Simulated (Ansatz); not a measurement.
Potential energy surface of H₃B, singlet: umbrella (inversion) coordinate, bond length relaxed. Scanned: angle between the B-H bonds and the threefold axis (90 = planar). Other coordinates (B-H bond length) were minimised at B3LYP/def2-TZVP.

Computed with: RHF/cc-pVDZ (Ansatz, a quantum-chemistry and plane-wave program); FCI/cc-pVDZ = Ansatz with full CI/cc-pVDZ, frozen core.

Energies relative to the lowest point of each profile, in kJ/mol:

```csv
a / °,RHF/cc-pVDZ
90,0.0
92.36,1.5
98.60,20.0
101.60,36.4
104.74,58.8
107.59,83.9
111.35,123.8
113.54,150.8
119.40,236.6
122.78,295.4
128.41,409.4
132,493.5
```

### Question
What does FCI/cc-pVDZ give at the same points?

### Answer
90: 0.0; 92.36: 1.4; 98.60: 18.6; 101.60: 33.8; 104.74: 54.6; 107.59: 77.8; 111.35: 114.7; 113.54: 139.5; 119.40: 218.3; 122.78: 272.0; 128.41: 375.4; 132: 450.8 (kJ/mol).
